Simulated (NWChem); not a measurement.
Species: C$_{3}$H$_{4}$BNO; SMILES OB1C=CN=C1

```xyz
10

O     -0.0011    -2.1415     0.0000
B      0.0186    -0.7906     0.0000
C      1.2614     0.1547     0.0000
C      0.7284     1.3874     0.0000
N     -0.7405     1.4699     0.0000
C     -1.2039     0.2696     0.0000
H     -0.8994    -2.5057     0.0000
H      2.3262    -0.0459     0.0000
H      1.2454     2.3432     0.0000
H     -2.2884     0.1346     0.0000
```
Atoms are numbered in this order, from 1.

Results from NWChem. Medium grid unless said otherwise, to which SCAN and Minnesota functionals are sensitive. Coordinates come from a B3LYP/6-31G* (spherical d) optimisation.

For level M06-2X/def2-SVP:

```yaml
highest occupied level (eV): -8.33
orbital gap (eV): 6.73
```

**Question.** What are these values for level TPSSh/def2-SVP?

**Answer.** The highest occupied level (eV) comes out as -6.35 and the orbital gap (eV) is 3.33.
